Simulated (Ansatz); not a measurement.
Ansatz (an electronic-structure program) input (CCSD(T)/def2-TZVPP):

Ansatz 0.2 input:
```yaml
crystal:
  periodic: [false, false, false]
  atoms:
    - {symbol: Si, position_ang: [-0.64024512, 0.77858955, 0.83913768]}
    - {symbol: Br, position_ang: [0.79302653, -0.97801025, -0.31551456]}
    - {symbol: F, position_ang: [-0.07405529, 2.07787832, -0.02444606]}
    - {symbol: F, position_ang: [-2.01399991, 0.51435556, -0.05387816]}
basis:
  gaussian:
    orbitals: def2-TZVPP
total_charge: -1
magnetization: {spin_polarized: false}
correlation: {method: ccsd_t, electrons: outside_noble_gas}
```

End of the output:

```
integrals: 0.36 GiB planned
992 factors; integrals over basis functions are off by at most 6.2e-4 eV
mean field: 0.72 GiB planned
mean field evaluation 1: about -83280.1181 eV, gradient 1.9e1 eV
mean field evaluation 2: about -83280.2984 eV, gradient 2.0e1 eV
mean field evaluation 4: about -83281.2880 eV, gradient 2.3e0 eV
mean field evaluation 8: about -83281.3133 eV, gradient 2.5e-1 eV
mean field evaluation 16: about -83281.3138 eV, gradient 1.6e-6 eV
mean field -83281.31375721 eV, -3060.5318304755 hartree, gradient 1.6e-6 eV, S^2 0.000000; 0 other end points of the search recorded, 0 dependent functions left out
21 core orbitals not correlated
reference -83281.31375721 eV, -3060.5318304755 hartree; 13, 13 occupied and 118, 118 virtual orbitals, 992 factors
second order -21.17822164 eV of doubles, -0.00000000 eV of singles
coupled cluster: 0.63 GiB planned
cycle   1  -21.18862438 eV  change   -1.0e-2 eV  update   1.0e-1
cycle   2  -21.63167826 eV  change   -4.4e-1 eV  update   3.1e-2
cycle   3  -21.74067235 eV  change   -1.1e-1 eV  update   1.6e-2
cycle   4  -21.72449657 eV  change    1.6e-2 eV  update   3.5e-3
cycle   5  -21.72139795 eV  change    3.1e-3 eV  update   1.5e-3
cycle   6  -21.72248192 eV  change   -1.1e-3 eV  update   4.9e-4
cycle   7  -21.72221198 eV  change    2.7e-4 eV  update   2.1e-4
cycle   8  -21.72211620 eV  change    9.6e-5 eV  update   5.9e-5
cycle   9  -21.72215243 eV  change   -3.6e-5 eV  update   2.3e-5
cycle  10  -21.72215097 eV  change    1.5e-6 eV  update   7.4e-6
perturbative correction -0.73199392 eV, -0.0269002805 hartree
Total energy: -83303.76790211 eV, -3061.3570050805 hartree
```
